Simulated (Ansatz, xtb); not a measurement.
## C5H6BrFS: 10 structures ranked

10 gas-phase structures of C5H6BrFS, from a drawn sample of its isomers (lower ones may exist). Each was relaxed with GFN2-xTB; where two conformers were screened, the lower at r2SCAN-D4/def2-SVP is listed:

A. `CCC(=S)/C(F)=C/Br`, a singlet
B. `C[C@@H]1CC(F)=C(Br)S1`, a singlet
C. `F[C@@H]1CC[C@@H](Br)C1=S`, a singlet
D. `F[C@@H]1CC[C@H](Br)C1=S`, a singlet
E. `CC(=C=S)C[C@H](F)Br`, a singlet
F. `FCC1=C(Br)SCC1`, a singlet
G. `F[C@]1(Br)CCCC1=S`, a singlet
H. `CCC(=S)/C(F)=C\Br`, a singlet
I. `FC(=C=S)CCCBr`, a singlet
J. `FCC1(Br)CC(=S)C1`, a singlet

Task: Estimate their order in r2SCAN-D4/def2-SVP energy at these geometries, lowest first.

Result: Calculated order at r2SCAN-D4/def2-SVP: G (0.0), C (4.6), D (6.9), B (7.6), F (8.1), A (15.8), E (19.1), J (20.8), H (21.4), I (28.8) kcal/mol. Less than 1 kcal/mol parts D and B; B and F; J and H, so the order within those pairs means little.

Energies above the lowest of each column, in kcal/mol; the last columns are at PBE0-D3(BJ)/def2-SVP geometries and were run for some of them only (a dash: not run or not comparable):

| structure | GFN2-xTB | HF/STO-3G | r2SCAN-D4/def2-SVP | PBE0-D3(BJ)/def2-SVP | CCSD(T)/def2-SVP + ΔMP2/def2-TZVPP |
| --- | --- | --- | --- | --- | --- |
| G | 0.0 | 8.9 | 0.0 | 0.0 | 0.0 |
| C | 1.4 | 12.9 | 4.6 | 3.7 | 1.2 |
| D | 3.9 | 13.2 | 6.9 | 5.5 | 3.2 |
| B | 4.7 | 0.0 | 7.6 | 6.1 | 5.1 |
| F | 3.7 | 4.0 | 8.1 | 6.3 | 3.3 |
| A | 21.3 | 47.6 | 15.8 | 18.2 | – |
| E | 25.5 | 48.7 | 19.1 | – | – |
| J | 14.6 | 36.1 | 20.8 | – | – |
| H | 22.8 | 52.2 | 21.4 | – | – |
| I | 29.7 | 52.4 | 28.8 | – | – |

CCSD(T)/def2-SVP + ΔMP2/def2-TZVPP puts G lowest of those it was run on; HF/STO-3G picks B. CCSD(T)/def2-SVP + ΔMP2/def2-TZVPP orders those it was run on as G (0.0), C (1.2), D (3.2), F (3.3), B (5.1) kcal/mol. Less than 1 kcal/mol parts D and F, so the order within that pair means little. Flexible structures stand in one conformer each, not always the lowest. Frequencies (GFN2-xTB) were run for B, C, D, F, G alone. The ΔMP2 step shifts differences by up to 4.8 kcal/mol, which makes them less sure. ΔMP2 is the change of the MP2 energy from the smaller to the larger basis.

Over these structures GFN2-xTB departs from r2SCAN-D4/def2-SVP by 3.4 kcal/mol on average once a common shift is removed. A GFN2-xTB relaxation took about 0.12 s and the r2SCAN-D4/def2-SVP energy about 2.9 s on a shared host (Ansatz 0.2.0, xtb 6.7.1).
